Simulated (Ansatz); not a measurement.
`[InH2][CH]1C[SiH2]1` + `C[NH][GeH3]` → `C[N]([GeH3])[InH2]` + `C1C[SiH2]1`  (ligand exchange at the In–C bond)

Isolated molecules relaxed with PBE0-D4/def2-TZVP in Ansatz; ΔE leaves out vibrations. CCSD(T)/CBS adds triple-zeta CCSD(T) − MP2 to the extrapolated MP2 energy (def2 sets, frozen cores). Functionals use def2-TZVPP. Elements past krypton have def2 core potentials. For Ge, In outer-core shells are correlated without core-valence functions, which leaves a few kJ/mol of doubt a bond. Scalar relativity is left out up to krypton.

| level | ΔE (eV) |
| --- | --- |
| r2SCAN | -0.34 |
| CCSD(T)/def2-TZVPP | -0.36 |

(1) What does CCSD(T)/CBS give? (Best estimate.)

Largest T1 diagnostic among the species: 0.015.

## Answers

(1) The calculation gave: -0.37 eV. The listed levels differ from it by 0.03, 0.01 eV.

In def2-TZVPP, CCSD(T) changes the Hartree–Fock value by −0.06 eV (the triples alone add −0.01 eV) and MP2 by −0.04 eV. From PBE to PBE0 (25 % exact exchange), in def2-TZVPP and without D4, ΔE moves by +0.04 eV.
